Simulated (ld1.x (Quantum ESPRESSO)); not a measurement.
# lead (Pb): one change to a TM potential, before and after

ld1.x (Quantum ESPRESSO) 7.5 input, shortened:

```
&input
   title='Pb', zed=82., rel=2, dft='PZ', iswitch=3,
   config='[Xe] 4f14 5d10 6s2 6p2', rel_dist='average'
 /
 &inputp
   pseudotype=2, tm=.true., lloc=-1, rcloc=1.35,
   nlcc=.true., rcore=1.35
 /
3
6S  1  0   2.00   0.00  1.55  1.55  0.0
6P  2  1   2.00   0.00  2.20  2.20  0.0
5D  3  2  10.00   0.00  1.60  1.60  0.0
 &test
   configts(1)='5d10 6s2 6p2'
 /
```

Open shells are filled in proportion to 2j + 1 (rel_dist='average').

Change: wave 6p (bound): rc 2.20 bohr becomes 6p (bound): rc 3.36 bohr.

Cutoffs: the cutoffs (Ry, on a coarse ladder) from which the occupation-weighted sum of valence levels, in a spherical-Bessel basis at the reference potential, stays within 10 and 1 mRy of its value at 400 Ry; they do not see the model core or the augmentation charge, which bear on the density cutoff. Errors are all-electron minus pseudo energies relative to the spin-unpolarised reference configuration.

Problem. How do hardness, ghosts and transferability respond?

Solution. The potential gets neither clearly harder nor softer (55 Ry and 110 Ry → 55 Ry and 120 Ry); both files keep a bound ghost (p, s); of the 7 tests that both files solve, the error grows in 5 and shrinks in 1 by more than 15 % and 0.3 meV (median size 6.7 → 23.7 meV).

| quantity | base | changed |
| --- | --- | --- |
| cutoff, loose | 55 Ry | 55 Ry |
| cutoff, tight | 110 Ry | 120 Ry |
| bound ghosts | s, p3/2, p1/2 | s, p3/2, p1/2 |
| error for 5d10 6s2 6p1, meV [ΔE 6.96 eV] | -0.4 | -1.9 |
| error for 5d10 6s2 6p0, meV [ΔE 20.88 eV] | -6.7 | -24 |
| error for 5d10 6s1 6p0, meV [ΔE 53.75 eV] | -6.9 | -58 |
| error for 5d10 6s2 6p1.5, meV [ΔE 2.67 eV] | 0.0 | -0.1 |
| error for 5d10 6s1 6p2, meV [ΔE 16.37 eV] | +2.6 | +12 |
| error for 5d9 6s2 6p3, meV [ΔE 19.01 eV] | -104 | -50 |
| error for 5d10 6s0 6p0, meV [ΔE 96.93 eV] | -25 | -117 |

Base: These tests converged, but a pseudo level misses the all-electron one widely, so the file describes the atom poorly there or has found another state: 5d10 6s0 6p0: empty 6p by 3.8 eV. A true bound ghost makes a file unfit for plane-wave use even where its test errors are small: the radial tests pick states by their node count and pass the ghost by.
